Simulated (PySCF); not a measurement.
# How methods differ on the excitation energy of Cu²⁺

Cu²⁺ [Ar] 3d9 (2D) → Cu²⁺ [Ar] 3d8 4p1 (high-spin determinant), as a difference of total energies. Calculation: PySCF 2.14, in def2-TZVPPD; no relativity, point nucleus. Correlated levels: valence: [Ar] frozen. The calculations carry no spin-orbit coupling.

```csv
method,excitation energy (eV)
UHF,13.323
MP2 (valence),15.465
SCS-MP2 (valence),15.359
CCSD (valence),15.002
CCSD(T) (valence),15.054
```

How much does correlation contribute at CCSD(T) (valence)?

15.054 − (13.323) = 1.731 eV, measured against UHF.

A first-order spin-orbit estimate (lowest level to lowest level, LS coupling) adds -0.019 eV.

The determinant of the upper state mixes LS terms, which raises its energy above the lowest term, most at the Hartree-Fock and MP2 levels.
